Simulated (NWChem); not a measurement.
Molecule: C$_{3}$H$_{5}$BF$_{2}$; SMILES C1(CB(F)C1)F

```xyz
11

F      0.0562    -2.3807     0.0000
B      0.0068    -1.0639     0.0000
C      0.0301     0.0251     1.1363
C      0.4595     0.9744     0.0000
F     -0.1506     2.2014     0.0000
C      0.0301     0.0251    -1.1363
H     -1.0103     0.2710     1.4176
H      0.6385    -0.0314     2.0492
H      1.5508     1.1394     0.0000
H      0.6385    -0.0314    -2.0492
H     -1.0103     0.2710    -1.4176
```
Atoms are numbered in this order, from 1.

All runs: NWChem. Pople sets run with spherical d functions. Geometry: optimised at PBE0/def2-SVP. Atomic charges in e: unrestrained fits to the electrostatic potential beside Mulliken populations; buried atoms are poorly determined by the fit.

For level Hartree-Fock/6-31G*:

```yaml
Mulliken F1: -0.37
ESP B2: 0.69
Mulliken B2: 0.77
Mulliken C3: -0.63
Mulliken C4: 0.36
Mulliken F5: -0.47
```

**Question.** What are these values for level B3LYP/def2-SVP?

**Answer.** 
- Mulliken F1 = -0.06
- ESP B2 = 0.52
- Mulliken B2 = 0.03
- Mulliken C3 = -0.03
- Mulliken C4 = 0.16
- Mulliken F5 = -0.25
